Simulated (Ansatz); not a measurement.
Ansatz (an electronic-structure program) input (CCSD(T)/cc-pVTZ):

Ansatz 0.2 input:
```yaml
crystal:
  periodic: [false, false, false]
  atoms:
    - {symbol: C, position_ang: [-0.81304169, -1.01525054, 1.44604374]}
    - {symbol: Si, position_ang: [-0.08725836, -0.36530224, -0.15600660]}
    - {symbol: C, position_ang: [-1.44449704, 0.29489207, -1.26857396]}
    - {symbol: C, position_ang: [0.88726965, -1.71254689, -1.03290854]}
    - {symbol: C, position_ang: [1.11538631, 1.04589406, 0.24532136]}
    - {symbol: O, position_ang: [0.38387615, 2.08378450, 0.91639210]}
    - {symbol: H, position_ang: [-0.03641283, -1.43091284, 2.09223273]}
    - {symbol: H, position_ang: [-1.54837097, -1.80124702, 1.25882143]}
    - {symbol: H, position_ang: [-1.30811941, -0.21080963, 1.99306649]}
    - {symbol: H, position_ang: [-2.18744330, -0.47530073, -1.48854153]}
    - {symbol: H, position_ang: [-1.95534136, 1.13204548, -0.78933156]}
    - {symbol: H, position_ang: [-1.03926220, 0.64979749, -2.21900261]}
    - {symbol: H, position_ang: [0.24031592, -2.55494997, -1.28898356]}
    - {symbol: H, position_ang: [1.69398284, -2.09598705, -0.40381732]}
    - {symbol: H, position_ang: [1.33186091, -1.34465702, -1.96057441]}
    - {symbol: H, position_ang: [1.57140486, 1.42124329, -0.68101385]}
    - {symbol: H, position_ang: [1.93338629, 0.67020479, 0.87513919]}
    - {symbol: H, position_ang: [0.98390378, 2.80659629, 1.12566498]}
basis:
  gaussian:
    orbitals: cc-pVTZ
magnetization: {spin_polarized: false}
correlation: {method: ccsd_t, electrons: outside_noble_gas}
```

Output:

```
Functional definition: HF
integrals: 4.27 GiB planned
1964 factors; integrals over basis functions are off by at most 1.1e-3 eV
2.23 GiB of device memory are held for the factors and their scratch space
mean field: 2.19 GiB planned
mean field evaluation 1: about -14208.9479 eV, gradient 4.7e1 eV
mean field evaluation 2: about -14209.2187 eV, gradient 4.8e1 eV
mean field evaluation 4: about -14214.5685 eV, gradient 5.0e0 eV
mean field evaluation 8: about -14214.6492 eV, gradient 2.6e-1 eV
mean field evaluation 16: about -14213.3400 eV, gradient 2.2e1 eV
mean field -14214.64968659 eV, -522.3787409465 hartree, gradient 3.4e-6 eV, S^2 0.000000; 0 other end points of the search recorded, 0 dependent functions left out
10 core orbitals not correlated
reference -14214.64968659 eV, -522.3787409465 hartree; 19, 19 occupied and 323, 323 virtual orbitals, 1964 factors
second order -29.40430707 eV of doubles, -0.00000000 eV of singles
coupled cluster: 27.21 GiB planned
cycle   1  -30.36914410 eV  change   -9.6e-1 eV  update   1.0e-1
cycle   2  -31.05409513 eV  change   -6.8e-1 eV  update   2.8e-2
cycle   3  -31.15858798 eV  change   -1.0e-1 eV  update   1.2e-2
cycle   4  -31.15364709 eV  change    4.9e-3 eV  update   2.7e-3
cycle   5  -31.15388022 eV  change   -2.3e-4 eV  update   1.0e-3
cycle   6  -31.15406774 eV  change   -1.9e-4 eV  update   3.0e-4
cycle   7  -31.15393358 eV  change    1.3e-4 eV  update   1.1e-4
cycle   8  -31.15393638 eV  change   -2.8e-6 eV  update   4.0e-5
perturbative correction -1.18518499 eV, -0.0435547451 hartree
Total energy: -14246.98880796 eV, -523.5671817367 hartree
```
